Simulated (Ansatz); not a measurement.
Basis sets compared for Ge(NCO)4 (GeC4N4O4). Total charge 0; singlet. Geometry PBE-D4/def2-SVP. Ansatz on 4 threads of Arm Neoverse V1 on a shared host; times are rough, and most runs start from earlier orbitals.

```xyz
13

Ge   -0.036    0.045    0.101
N     0.696    1.269   -1.015
C     1.755    1.807   -1.300
O     2.730    2.371   -1.641
N     0.437    0.441    1.799
C     0.590   -0.067    2.900
O     0.764   -0.472    3.991
N     0.551   -1.627   -0.279
C     0.405   -2.536   -1.083
O     0.328   -3.458   -1.809
N    -1.834    0.103   -0.082
C    -2.732    0.772   -0.572
O    -3.656    1.352   -1.012
```

Binding counts from free atoms (Ge triplet, N quartet, C triplet, O triplet) in the same basis, without a counterpoise term.

```csv
level,functions,energy (Eh),HOMO (eV),LUMO (eV),binding per atom (eV),wall time
PBE-D4/def2-SVP,200,-2747.7029,-7.65,-2.19,5.93,2.8 s
PBE0-D4/def2-SVP,200,-2747.7150,-9.16,-1.22,5.57,4.9 s
```

Q: Estimate the rows for PBE-D4/def2-TZVP, PBE0-D4/def2-TZVP.

A: 
```csv
level,functions,energy (Eh),HOMO (eV),LUMO (eV),binding per atom (eV),wall time
PBE-D4/def2-TZVP,420,-2748.7374,-7.83,-2.44,5.83,7.5 s
PBE0-D4/def2-TZVP,420,-2748.7506,-9.27,-1.41,5.49,19 s
```
